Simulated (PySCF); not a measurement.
Species: ClGeH₅OSi.
Numbering: `[SiH3:1][O:2][GeH2:3][Cl:4]` (hydrogens: H5, H6, H7 on Si1; H8, H9 on Ge3)

Computed with PBE0-D3(BJ)/def2-SVP geometry optimisation, gas phase in PySCF.

Some entries are withheld. Bonds in one row agree within 0.01 Å.

```
            coordinate    value
                Si1–O2        ?
                O2–Ge3        ?
               Ge3–Cl4  2.156 Å
Si1–H5, Si1–H6, Si1–H7  1.493 Å
        Ge3–H8, Ge3–H9  1.531 Å
             O2–Si1–H5        ?
             O2–Si1–H6        ?
             O2–Si1–H7        ?
             H5–Si1–H6        ?
            Si1–O2–Ge3   138.1°
            O2–Ge3–Cl4   107.9°
             O2–Ge3–H8        ?
             O2–Ge3–H9        ?
            Cl4–Ge3–H8   107.4°
            Cl4–Ge3–H9   108.6°
             H8–Ge3–H9   115.8°
```

Task: Estimate the withheld lengths and angles.

Result: 
- Si1–O2 = 1.666 Å, drawn single (ends: oxygen-bound silicon; oxygen bonded to Ge and Si); 0.10 Å below the sum of covalent radii, 1.77 Å.
- O2–Ge3 = 1.759 Å, drawn single (ends: oxygen bonded to Ge and Si; germanium bonded to Cl, O and 2 H); 0.10 Å below the sum of covalent radii, 1.86 Å.
- O2–Si1–H5 = 110.2°, at the oxygen-bound silicon; the outer atoms are 2.593 Å apart.
- O2–Si1–H6 = 107.8°, at the oxygen-bound silicon; the outer atoms are 2.551 Å apart.
- O2–Si1–H7 = 110.9°, at the oxygen-bound silicon; the outer atoms are 2.603 Å apart.
- H5–Si1–H6 = 109.3°, at the oxygen-bound silicon; the outer atoms are 2.434 Å apart.
- O2–Ge3–H8 = 109.8°, at the germanium bonded to Cl, O and 2 H; the outer atoms are 2.698 Å apart.
- O2–Ge3–H9 = 107.1°, at the germanium bonded to Cl, O and 2 H; the outer atoms are 2.647 Å apart.

Radii are Cordero's.

No PBE0-D3(BJ)/def2-SVP frequencies stand behind this structure, so it isn't proved a minimum. One conformer, not necessarily the lowest (Si1–O2–Ge3–Cl4 -43°).
